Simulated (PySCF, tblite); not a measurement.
Isomers of C5H9OP, one GFN2-xTB conformer each. Single-point energies are computed at PBE0/pcSseg-1 (PySCF, gas phase, no added dispersion term), electronic only.

Question: Rank them by PBE0/pcSseg-1 energy, lowest first (kcal/mol).
A. `[CH2:1]=[CH:2][P@@H:3](=[O:4])/[CH:5]=[CH:6]\[CH3:7]` with C1–C2–P3–O4 -2°, C2–P3–C5–C6 67°
B. `[CH2:1]=[C:2]([CH3:3])/[P:4]=[CH:5]/[O:6][CH3:7]` with C1–C2–P4–C5 180°, P4–C5–O6–C7 180°
C. `[CH3:1][C:2]1=[CH:3][P@H:4](=[O:5])[CH2:6][CH2:7]1` with C2–C3–P4–O5 137°, C3–P4–C6–C7 -22°, P4–C6–C7–C2 26°, C1–C2–C7–C6 163°
D. `[CH2:1]=[CH:2][C@H:3]1[CH2:4][P@@H:5](=[O:6])[CH2:7]1` with C1–C2–C3–C4 123°, C2–C3–C4–P5 140°, C3–C4–P5–O6 -138°, C4–P5–C7–C3 16°, C2–C3–C7–P5 -140°
E. `[CH3:1]/[CH:2]=[CH:3]/[P:4]=[CH:5]\[O:6][CH3:7]` with C2–C3–P4–C5 180°, P4–C5–O6–C7 180°
F. `[CH3:1][C:2]([CH3:3])=[C:4]=[P:5][CH2:6][OH:7]` with C4–P5–C6–O7 -32°, P5–C6–O7–H 50°

Answer: C (0.0), D (21.6), A (29.7), E (44.1), F (46.4), B (47.6).

As drawn, the lowest has a P=O bond, which the highest lacks. Neighbours under 2.5 kcal/mol apart (C/C=C/P=C\OC and CC(C)=C=PCO; CC(C)=C=PCO and C=C(C)/P=C/OC) can change places with a better method, another conformer or zero-point energy. GFN2-xTB itself gives, in the same order: 0.0, 22.6, 34.0, 67.4, 73.4, 70.3. Both levels put the same isomer lowest; measured from each level's own lowest isomer, the values differ by up to 27.0 kcal/mol (CC(C)=C=PCO: 73.4 against 46.4).

Which frontier levels, dipoles and rotational constants go with these structures?

```
                SMILES  HOMO (eV, PBE0/pcSseg-1)  LUMO (eV)  dipole (D)      A, B, C (MHz)
     CC1=C[P@H](=O)CC1                     -7.45      -0.49        5.15   4837, 1562, 1267
C=C[C@H]1C[P@@H](=O)C1                     -7.53      -0.06        3.98   7259, 1134, 1084
   C=C[P@@H](=O)/C=C\C                     -7.69      -0.89        4.62   3516, 1487, 1177
          C/C=C/P=C\OC                     -5.88      -1.09        2.32  4207, 1010, 822.6
           CC(C)=C=PCO                     -6.71      -1.22        2.36   3290, 1233, 1115
         C=C(C)/P=C/OC                     -6.02      -1.22        3.22  5450, 1068, 903.5
```

What happens when harmonic zero-point energies from GFN2-xTB frequencies are added?

```
                SMILES  ZPE (kcal/mol)  electronic (kcal/mol)  with ZPE (kcal/mol)
     CC1=C[P@H](=O)CC1            80.2                    0.0                  0.0
C=C[C@H]1C[P@@H](=O)C1            79.5                   21.6                 21.0
   C=C[P@@H](=O)/C=C\C            78.1                   29.7                 27.7
          C/C=C/P=C\OC            79.3                   44.1                 43.2
           CC(C)=C=PCO            79.3                   46.4                 45.5
         C=C(C)/P=C/OC            79.2                   47.6                 46.6
```

The zero-point energies span 2.1 kcal/mol. The order is unchanged.
